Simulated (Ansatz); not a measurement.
`[OH][Al]([OH])[OH]`. The species carries charge 0 and has multiplicity 1.

```xyz
7

O     0.823    1.423    0.388
Al    0.000    0.000    0.000
O     0.567   -1.485    0.570
O    -1.390    0.062   -0.957
H     1.612    1.428    0.926
H     0.129   -2.311    0.372
H    -1.741    0.883   -1.299
```

List the harmonic frequencies (cm⁻¹, unscaled) at PBE0-D4/def2-TZVP in Ansatz. (Estimate.)

Computed: 223, 223, 284, 325, 354, 354, 637, 651, 651, 712, 945, 945, 3964, 3964, 3965.

Is this a minimum?

Yes, all 15 modes are real.

Give the ideal-gas thermochemistry at 298.15 K and 1 bar (rigid rotor, harmonic oscillator; point group C3h, symmetry number 3).

Zero-point energy 108.8 kJ/mol; H(298) − E = 127.2 kJ/mol; entropy 304.0 J/(mol·K), of which translation 163.2, rotation 96.4, vibration 44.4; G(298) − E = 36.5 kJ/mol.

And at 400, 500, 600, 800 and 1000 K?


| T (K) | H − E (kJ/mol) | S (J/mol/K) | G − E (kJ/mol) |
| --- | --- | --- | --- |
| 400 | 137.4 | 333.6 | 4.0 |
| 500 | 148.5 | 358.3 | -30.6 |
| 600 | 160.2 | 379.6 | -67.5 |
| 800 | 184.8 | 414.9 | -147.1 |
| 1000 | 210.4 | 443.4 | -233.0 |

Rotational constants (cm⁻¹)?

0.2196, 0.2196, 0.1098.
